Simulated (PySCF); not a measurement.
Ligands exchanged one at a time, B CH3-I. All species are isolated molecules in the gas phase. Strings in code marks are SMILES.

All values below come from PBE-D3(BJ)/def2-TZVP // PBE0-D3(BJ)/def2-TZVP run with PySCF. All candidates: neutral, multiplicity 1. Delta-SCF ions had no search for a lower state. 

| Quantity | Value |
|---|---|
| HOMO–LUMO gap | 3.51 eV |
| LUMO | -2.73 eV |
| vertical ionisation energy (Delta-SCF) | 8.95 eV |

Question: Which member has these values?
(A) `CB(C)I`
(B) `IB(I)I`
(C) `CB(I)I`

Answer: C, `CB(I)I`. The others give `CB(C)I`: 4.04 eV, -2.04 eV, 9.21 eV; `IB(I)I`: 3.02 eV, -3.23 eV, 8.72 eV
